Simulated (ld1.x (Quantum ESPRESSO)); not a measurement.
# Before and after: PAW potential for Hf (Z = 72)

Hf, PAW, made with ld1.x (Quantum ESPRESSO) 7.5 (BLYP, scalar-relativistic). Core [Kr] 4d10 4f14, reference 5s2 5p6 5d2 6s2 6p0. Waves: 5s (bound): rcut 1.65, rcutus 1.80 bohr; 6s (bound): rcut 1.65, rcutus 1.80 bohr; 5p (bound): rcut 1.85, rcutus 2.10 bohr; 6p (bound, empty): rcut 1.85, rcutus 2.10 bohr; 5d (bound): rcut 2.25, rcutus 2.40 bohr; 5d channel at 1.7 Ry: rcut 2.25, rcutus 2.40 bohr. Local part: all-electron potential smoothed inside 1.95 bohr (lloc = -2). Core correction: Bessel-smoothed model core inside 1.75 bohr. Augmentation charge: GAUSS, radius 1.60 bohr.

All-electron outer shells of the reference configuration (BLYP, scalar-relativistic, ld1.x):

| shell | level (eV) | outermost node (bohr) | outermost maximum (bohr) |
| --- | --- | --- | --- |
| 4d | -206.35 | 0.23 | 0.47 |
| 5s | -66.81 | 0.55 | 1.01 |
| 5p | -35.36 | 0.60 | 1.16 |
| 4f | -16.58 | – | 0.45 |
| 6s | -4.98 | 1.37 | 2.89 |
| 5d | -2.56 | 0.67 | 1.71 |
| 6p | -1.28 | 1.66 | 4.10 |

Change: waves 5p (bound): rcut 1.85, rcutus 2.58 bohr; 6p (bound): rcut 1.85, rcutus 2.58 bohr.

Cutoffs: the cutoffs (Ry, on a coarse ladder) from which the occupation-weighted sum of valence levels, in a spherical-Bessel basis at the reference potential, stays within 10 and 1 mRy of its value at 400 Ry; they do not see the model core or the augmentation charge, which bear on the density cutoff. Errors are all-electron minus pseudo energies relative to the spin-unpolarised reference configuration.

Task: What does the change do?

Result: The potential gets softer (25 Ry and 35 Ry → 21 Ry and 35 Ry); the number of tests that count goes from 7 to 6; of the 6 tests that both files solve, the error grows in 2 and shrinks in 0 by more than 15 % and 0.3 meV (median size 7.9 → 10.6 meV); neither file shows a bound ghost at the reference potential, the only one tested. A larger radius leaves more room for a smooth pseudo-wave, so fewer plane waves are needed.

```csv
quantity,base,changed
"cutoff, loose",25 Ry,21 Ry
"cutoff, tight",35 Ry,35 Ry
loose cutoff by channel (10 mRy a level),"s 18 Ry, p 15 Ry, d 12 Ry","s 18 Ry, p 10 Ry, d 12 Ry"
bound ghosts,none,none
"tests counted (converged, no solver errors)",7 of 7,6 of 7
"error for 5s2 5p6 5d2 6s1 6p0, meV [ΔE 7.90 eV]",-3.2,-3.0
"error for 5s2 5p6 5d2 6s0 6p0, meV [ΔE 22.18 eV]",-12,-11
"error for 5s2 5p6 5d1 6s2 6p1, meV [ΔE 1.98 eV]",-5.9,+10
"error for 5s2 5p6 5d2 6s0 6p2, meV [ΔE 7.97 eV]",-1.6,+57
"error for 5s2 5p6 5d3 6s0 6p0, meV [ΔE 10.00 eV]",-10,-11
"error for 5s2 5p6 5d1 6s2 6p0, meV [ΔE 6.38 eV]",-9.9,-9.9
lowest overlap eigenvalue by channel,"s 0.09, p 0.10, d 0.40","s 0.09, p 0.10, d 0.40"
```

Base: ld1.x printed “convergence not achieved” for 7 of the counted tests; their residual had stalled under 1e-8, short of the target of 1e-14. Changed file: Tests not counted: 5s2 5p6 5d1 6s0 6p0 (solver errors, printed error -672 eV). ld1.x printed “convergence not achieved” for 6 of the counted tests; their residual had stalled under 1e-8, short of the target of 1e-14.
